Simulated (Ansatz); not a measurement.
Li7H7⁺, relaxed as a doublet with UKS PBE-D4/def2-TZVP in Ansatz, starting from the GFN1-xTB geometry. Force threshold 0.02 eV/Å.

In the doublet, H9 and H14 lie 0.76 Å apart (atoms count from 1), so H2 has formed as a molecule. Another isomer (doublet) lies 0.16 eV lower at PBE0-D4/def2-TZVP; other spin states weren't run for this one.

Start:

Cartesian coordinates in Å:
```
Li -0.939 3.217 1.091
Li -2.165 1.081 -0.049
Li -0.526 2.398 -1.139
Li 0.101 -0.796 -0.645
Li 1.012 1.151 0.697
Li 1.278 -3.002 -0.017
Li 0.872 -1.494 1.899
H 1.524 -0.554 0.463
H 0.532 -2.391 -1.587
H 0.590 2.748 0.309
H -2.090 2.837 -0.157
H 0.776 -3.151 1.501
H -0.852 0.543 -1.195
H -0.113 -2.587 -1.171
```

**Question.** Estimate the energy that the relaxation releases and the steps that it takes.

**Answer.** 28.4 kcal/mol, in 25 steps; 71 s on 4 threads of Intel Xeon on a shared host. The force fell under the threshold at step 24, but the optimiser went on. No frequencies were taken in this run, so the end may be a saddle point.

**Question.** Does the start keep its bonding?

**Answer.** Bonds lost: Li6–H9, Li6–H14, Li7–H8 (atoms count from 1). Bonds formed: Li6–H8 (atoms count from 1). Metal–metal contacts that move far: Li5–Li7 2.91 to 4.41 Å, Li6–Li7 2.47 to 3.19 Å.

**Question.** Predict the relaxed structure.

**Answer.** 
| atom | x (Å) | y (Å) | z (Å) |
| --- | --- | --- | --- |
| Li1 | -0.5721 | 2.3934 | 1.4150 |
| Li2 | -2.4269 | 0.7358 | 0.0884 |
| Li3 | -0.6396 | 2.0526 | -1.0316 |
| Li4 | 0.1627 | -0.8556 | -0.4402 |
| Li5 | 2.0998 | 1.2574 | -0.0236 |
| Li6 | 2.0572 | -1.8557 | 0.9027 |
| Li7 | -0.7755 | -1.2100 | 2.2268 |
| H8 | 2.0225 | -0.4679 | -0.1414 |
| H9 | -0.0860 | -2.2864 | -2.0353 |
| H10 | 0.7459 | 2.2887 | 0.1394 |
| H11 | -1.8780 | 2.3857 | 0.2392 |
| H12 | 0.3351 | -1.9761 | 1.1166 |
| H13 | -1.0615 | 0.2724 | -1.0221 |
| H14 | 0.0165 | -2.7342 | -1.4340 |
Bond lengths (bridged metal pairs left out): 3 × Li–Li 2.53 to 2.90 Å; 13 × H–Li 1.71 to 1.84 Å.
